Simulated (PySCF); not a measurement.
Screening by computed properties: pick the candidate that meets the target.

Each SMILES stands for a single optimised conformer of the isolated species, non-relativistic unless stated. Electronic properties by PySCF.

The conformers computed, where there is a choice (atom-mapped SMILES and torsion angles):
- `[NH2:1][Ge:2]1([Br:3])[CH2:4][CH2:5][CH2:6]1`: H–N1–Ge2–Br3 173°, H–N1–Ge2–Br3 45°
- `[NH2:1][Ge@H:2]([Br:3])[CH:4]1[CH2:5][CH2:6]1`: N1–Ge2–C4–C5 53°, H–N1–Ge2–Br3 -23°, H–N1–Ge2–Br3 -147°
- `[CH2:1]=[C:2]([CH3:3])[Ge@@H:4]([NH2:5])[Br:6]`: C1–C2–Ge4–N5 124°, H–N5–Ge4–C2 -64°, H–N5–Ge4–C2 64°

Question: Wanted: HOMO energy above -9.8 eV (wB97X-D/def2-SVPD) and HOMO–LUMO gap below 10.5 eV (wB97X-D/def2-SVPD), at PBE0-D3(BJ)/def2-SVP geometries. Which candidate meets both?
A. `[NH2][Ge@H]([Br])[CH]1CC1`
B. `BC(C)(C)C`
C. `[CH2]1C[CH2][Ge]1([NH2])[Br]`
D. `C=[C](C)[Ge@@H]([NH2])[Br]`

Answer: D. Computed values:
```
                     species  HOMO energy  HOMO–LUMO gap
                   BC(C)(C)C    -10.01 eV       10.75 eV
   [NH2][Ge@H]([Br])[CH]1CC1     -9.55 eV       10.98 eV
  C=[C](C)[Ge@@H]([NH2])[Br]     -9.42 eV       10.47 eV
[CH2]1C[CH2][Ge]1([NH2])[Br]     -9.12 eV       10.59 eV
```

Question: Wanted: electronic spatial extent ⟨r²⟩ about the centre of nuclear charge between 1000 bohr² and 1340 bohr² (wB97X-D/def2-SVPD) and dipole moment above 1 D (wB97X-D/def2-SVPD), at PBE0-D3(BJ)/def2-SVP geometries. Which candidate meets both?
A. `[NH2][Ge@H]([Br])[CH]1CC1`
B. `[NH2][Ge]1([Br])[CH2]C[CH2]1`
C. `N=C1CC(F)C1`
D. `BC(C)(C)C`

Answer: B. Computed values:
```csv
species,electronic spatial extent ⟨r²⟩ about the centre of nuclear charge,dipole moment
BC(C)(C)C,470 bohr²,0.63 D
N=C1CC(F)C1,569 bohr²,1.56 D
[NH2][Ge]1([Br])[CH2]C[CH2]1,1306 bohr²,2.96 D
[NH2][Ge@H]([Br])[CH]1CC1,1369 bohr²,2.48 D
```
